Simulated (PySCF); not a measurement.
Calculation: ωB97X-D3(BJ)/def2-TZVP // B3LYP-D3(BJ)/def2-SVP (PySCF 2.14.0). All species are isolated molecules in the gas phase. One relaxed conformer stands for a flexible species; it need not be the lowest. Excitations are Tamm–Dancoff values on a coarser integration grid. The basis has no diffuse functions, so Rydberg states are missing or too high.

Reference species (SMILES): `C[CH2][Ge]([I])([I])[I]` (C–C–Ge–I torsion 180°) (neutral, multiplicity 1).

| Quantity | Result |
|---|---|
| HOMO–LUMO gap | 9.05 eV |
| HOMO | -9.81 eV |
| S1 excitation (TDA) | 4.32 eV |
| S1 oscillator strength | 0.000 |

Changed species: `[I][Ge]([I])([I])[I]` (4 of 4 C2H5 replaced by I; the reference has 3 of 4 C2H5 replaced by I).

Question: What does the change do to the HOMO–LUMO gap, HOMO, S1 excitation (TDA) and S1 oscillator strength?

Answer: the HOMO–LUMO gap decreases by 0.76 eV, to 8.29 eV; the HOMO decreases by 0.28 eV, to -10.09 eV; the S1 excitation (TDA) falls by 0.56 eV, to 3.76 eV; the S1 oscillator strength stays essentially unchanged.
